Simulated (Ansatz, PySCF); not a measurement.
Gas-phase reaction 2 R1 → P1, each structure at its B3LYP-D3(BJ)/def2-TZVP stationary point, reached from a drawn start (curvature not checked).
R1: OSi (SMILES [O+]#[Si-]), charge 0, multiplicity 1.
P1, O2Si2 (charge 0, multiplicity 1, Z-matrix in Å and degrees):
```
O
Si 1 1.6993
Si 1 1.6993 2 92.72
O 2 1.6993 1 87.28 3 0.00
```

P less R. No zero-point or thermal terms.

Frozen-core correlation throughout.

Codes used: Ansatz (Gaussian basis) for Hartree–Fock, density functionals and correlated methods; PySCF for the D3/D4 terms. No computed number here is a measurement.

Total energies in hartree:

| structure | PBE/def2-TZVPP | B3LYP-D3(BJ)/def2-TZVPP | CCSD(T)/cc-pV(Q+d)Z |
|---|---|---|---|
| R1 | -364.544284 | -364.787822 | -364.230984 |
| P1 | -729.170830 | -729.661866 | -728.550483 |

### Question
Work out the reaction energy at each level in kJ/mol (1 hartree = 2625.49964 kJ/mol), and say how far PBE/def2-TZVPP lies from CCSD(T)/cc-pV(Q+d)Z.

### Answer
- PBE/def2-TZVPP: (-729.170830) − 2 × (-364.544284) = -0.082262 hartree = -216.0 kJ/mol
- B3LYP-D3(BJ)/def2-TZVPP: (-729.661866) − 2 × (-364.787822) = -0.086222 hartree = -226.4 kJ/mol
- CCSD(T)/cc-pV(Q+d)Z: (-728.550483) − 2 × (-364.230984) = -0.088515 hartree = -232.4 kJ/mol
PBE/def2-TZVPP less CCSD(T)/cc-pV(Q+d)Z: 16.4 kJ/mol. CCSD(T)/cc-pV(Q+d)Z is the level counted from, the highest shown, and no exact or measured value.

Ansatz is a program for electronic structure.
